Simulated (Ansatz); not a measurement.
CH4O2SSi (`O[Si]1(S)CO1`). Charge 0, multiplicity 1. Geometry: relaxed with PBE0-D4/def2-TZVP. It is one conformer, not always the lowest.

```xyz
9

O     0.088    0.582    1.932
Si    0.206   -0.086    0.455
S     2.016   -1.147    0.527
C    -0.632    0.480   -1.028
O    -1.116   -0.733   -0.264
H    -0.739    1.010    2.160
H     1.849   -1.610   -0.724
H    -0.303    0.223   -2.033
H    -1.370    1.281   -1.025
```

Question: What is the dipole moment at r2SCAN/def2-TZVPP? (Estimate.)

Answer: Computed: 1.53 D, with components (-0.27, 1.42, -0.49) D in this frame, pointing from negative to positive charge.

Question: And with PBE, B3LYP, ωB97M-V? (An estimate is asked.)

Answer: The calculation gave: PBE 1.46 D, B3LYP 1.57 D, ωB97M-V 1.57 D.

Question: Give the Mulliken charges with r2SCAN, ωB97M-V, PBE in def2-TZVPP. (Estimate.)

Answer: The calculation gave: 
| atom | r2SCAN | ωB97M-V | PBE |
| --- | --- | --- | --- |
| O1 | -0.41 | -0.37 | -0.34 |
| Si2 | 0.69 | 0.64 | 0.54 |
| S3 | -0.23 | -0.21 | -0.23 |
| C4 | -0.12 | -0.21 | -0.15 |
| O5 | -0.40 | -0.39 | -0.33 |
| H6 | 0.21 | 0.19 | 0.20 |
| H7 | 0.11 | 0.12 | 0.12 |
| H8 | 0.07 | 0.11 | 0.09 |
| H9 | 0.07 | 0.12 | 0.10 |

B3LYP here is the variant with VWN-RPA as its local correlation; programs differ in this.
